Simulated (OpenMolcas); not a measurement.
Tm2+: ligand-field states by method

Tm2+ with 7 ligands (fluoride) in pentagonal bipyramidal coordination (D5h) at 2.4 Å, the axial distance 2.232 Å. A charge of +0.714 e stands 3.2 Å behind each ligand. Ligand basis ANO-RCC-VDZP.
```
Tm    0.0000    0.0000    0.0000
F     2.4000    0.0000    0.0000
F     0.7416    2.2825    0.0000
F    -1.9416    1.4107    0.0000
F    -1.9416   -1.4107    0.0000
F     0.7416   -2.2825    0.0000
F     0.0000    0.0000    2.2320
F     0.0000    0.0000   -2.2320
```

* Program: OpenMolcas 26.06
* Basis: ANO-RCC-VDZP [7s6p4d2f1g]
* Scalar Hamiltonian: DKH2, point nucleus
* Active space: 13 electrons in 7 orbitals (4f)
* State averaging: 2S+1 = 2 odd, 7 roots
* Spin-orbit coupling: RASSI with atomic mean-field integrals over the reference wave functions

I. CASSCF
II. SS-CASPT2, IPEA 0.25 Eh, imaginary shift 0.1 Eh (closed shells correlated: 5s 5p and the ligand valence shells)

Spin-free states in cm-1, each column counted from its own energy of the first state listed:

| State | Degeneracy | I | II |
| --- | --- | --- | --- |
| 2S+1 = 2 | 1 | 0 | 0 |
| 2S+1 = 2 | 2 | 178 | 180 |
| 2S+1 = 2 | 2 | 262 | 290 |
| 2S+1 = 2 | 2 | 478 | 660 |

With spin-orbit coupling the lowest J multiplet is 329 (I), 471 (II) cm-1 wide, a factor of 1.43 from I to II.

χT at 300 K: I 2.48, II 2.41 cm3 K/mol.

Over all roots computed the reference weight is 0.64 in II; a low but even weight reflects the number of correlated electrons. Without dynamic correlation the ligand-field splitting of an f shell can come out too small, at times by half (holds for I). Splittings of an f shell from a small cluster at a set distance can be off by tens of per cent, mostly too small (holds for II). No measured value stands beside these numbers; the geometry is a model, was not optimised and need not be the one that this ion takes.

A state without a sure symmetry label is named by its multiplicity alone.
